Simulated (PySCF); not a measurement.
**Unknown compound**

The spectra below were simulated for a compound C2H7B2F.

1H NMR (300 MHz, computed): δ 6.54 (br, 1H), 1.11 (d, J = 1.2 Hz, 6H).

13C{1H} NMR (computed): δ 16.9 (CH3).

[PySCF: spin–spin couplings from B3LYP/pcJ-1 (spin–dipole term only in couplings to heteroatoms); coordinates at the PBE0-D3(BJ)/def2-SVP level; σ from GIAO-PBE0/pcSseg-1; averaged over atoms made equivalent by symmetry, fast rotation or ring inversion; a single conformation; non-relativistic Hamiltonian; isolated molecule]

References, each an isolated molecule treated in the same way: 1H (σ = 31.27 ppm), 13C (σ = 184.41 ppm) vs TMS.

Problem. Deduce the structure.

Solution. 
1 carbon signal for 2 carbons: some carbons are equivalent by symmetry or fast rotation. Carbon types of the structure: 2 × CH3, leaving 1 H on heteroatoms. δC 16.9: methyl carbon bonded to B. δH 6.54: hydrogen on a boron bonded to B, F. δH 1.11: hydrogen on a methyl carbon bonded to B.

The compound is `CB(C)BF`.

The shifts were computed for this structure.

Hydrogens on boron are broadened and split by 11B (spin 3/2, 80 %) and 10B (spin 3). A carbon bonded to boron is broadened by the quadrupolar boron nucleus and is often missing from a measured spectrum. Splittings below 1 Hz are ignored in the labels, and close J values are merged. Shifts are as computed. Against solution values, carbons near 30 ppm lie about +2 ppm off and those near 130 ppm about +5 ppm. Of 1211 compounds with measured shifts, 218 miss one by over three times the rms of a fit or turn the order of signals round; such compounds aren't used in these exercises.
